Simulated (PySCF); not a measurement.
## Sc: excitation energy

Sc [Ar] 3d1 4s2 (2D) → Sc [Ar] 4s2 5s1 (2S), as a difference of total energies. All numbers are calculated (PySCF 2.14, no relativity, point nucleus, in aug-cc-pwCVTZ (10s9p7d4f3g, 127 functions)). Correlated levels: valence: [Ar] frozen; valence and next inner shell: [Ne] frozen; nothing frozen. The calculations carry no spin-orbit coupling.

| method | excitation energy (eV) |
| --- | --- |
| UHF | 5.372 |
| LDA | 6.493 |
| PBE | 6.498 |
| PBE0 | 6.319 |
| revPBE | 6.521 |
| PW91 | 6.580 |
| M06-2X | 5.818 |
| MP2 (valence) | 5.361 |
| SCS-MP2 (valence) | 5.332 |
| MP2 (valence and next inner shell) | 5.588 |
| SCS-MP2 (valence and next inner shell) | 5.565 |
| MP2 (all electrons) | 5.597 |
| SCS-MP2 (all electrons) | 5.568 |

**Question.** How much does correlation contribute at MP2 (all electrons)?

**Answer.** 5.597 − (5.372) = 0.225 eV, measured against UHF.

A first-order spin-orbit estimate (lowest level to lowest level, LS coupling) adds 0.017 eV.

The promoted electron is Rydberg-like, and one or two diffuse shells describe it only roughly, which tends to raise the upper state.
